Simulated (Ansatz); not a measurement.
Zr2S4⁻ (the lowest doublet isomer of a short search). The state is a doublet with charge -1. Geometry PBE0-D4/def2-SVPD, basis def2-TZVPD, Ansatz.

```tsv
atom	x (Å)	y (Å)	z (Å)
Zr1	-1.8379	0.2718	-0.5362
Zr2	0.8017	-0.1182	0.2341
S3	-1.2352	-0.0647	1.7673
S4	2.9601	-0.4390	0.8630
S5	-0.5433	-1.5763	-1.3678
S6	-0.1454	1.9264	-0.9604
```

| run | HOMO (eV) | LUMO (eV) |
| --- | --- | --- |
| A | -1.74 | 0.75 |
| B | -0.73 | 0.15 |
| C | -4.19 | 2.18 |
| D | -0.56 | 0.24 |
| E | -2.68 | 1.32 |
| F | -1.03 | 0.34 |

In the def2 sets Zr takes a core potential; there is no spin–orbit coupling. LC-ωPBE has ω = 0.4 bohr⁻¹. No other spin state of charge -1 was run. The structure comes from a short search, and lower isomers may exist.

HOMO and LUMO are taken over both spins.

Problem. The runs used BHLYP, BLYP, LC-ωPBE, PBE, PBE0, r2SCAN. Estimate which is which.

Solution. A PBE0 (25 % exact exchange); B PBE (0 % exact exchange); C LC-ωPBE (range-separated); D BLYP (0 % exact exchange); E BHLYP (50 % exact exchange); F r2SCAN (0 % exact exchange). Exact exchange lowers occupied and raises empty levels; among semilocal functionals meta-GGAs tend to open the gap a little, and such runs are hard to tell apart. The gap grows from 0.80 eV (BLYP) to 6.37 eV (LC-ωPBE).
